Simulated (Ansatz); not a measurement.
Mulliken charges of H$_{6}$InN$_{3}$, SMILES `[NH2][In]([NH2])[NH2]` from r2SCAN/def2-TZVPP in Ansatz (PBE0-D4/def2-TZVP geometry).

```tsv
atom	x (Å)	y (Å)	z (Å)	charge (e)
N1	-1.824	0.620	-0.639	-0.536
In2	-0.010	0.002	0.017	0.766
N3	0.528	-1.940	-0.203	-0.543
N4	1.201	1.267	1.035	-0.536
H5	-2.234	0.080	-1.388	0.142
H6	-1.912	1.600	-0.869	0.141
H7	1.179	-2.300	0.480	0.142
H8	-0.229	-2.602	-0.300	0.142
H9	2.181	1.024	1.057	0.142
H10	1.121	2.248	0.810	0.141
```

Problem. By hand: the dipole of these point charges (1 e Å = 4.8032 D).

Solution. Σ q r = (0.055, 0.047, -0.119) e Å, of length 0.139 e Å = 0.67 D.

Problem. How does the dipole of the full density compare? (Best estimate.)

Solution. The calculation gave: (0.078, 0.056, -0.163) e Å, 0.91 D; the point charges give 0.74 times that, at 3° from its direction.

Point charges leave out the atoms' own dipoles, such as those of lone pairs, and Mulliken's split depends on the basis, so the two needn't agree.
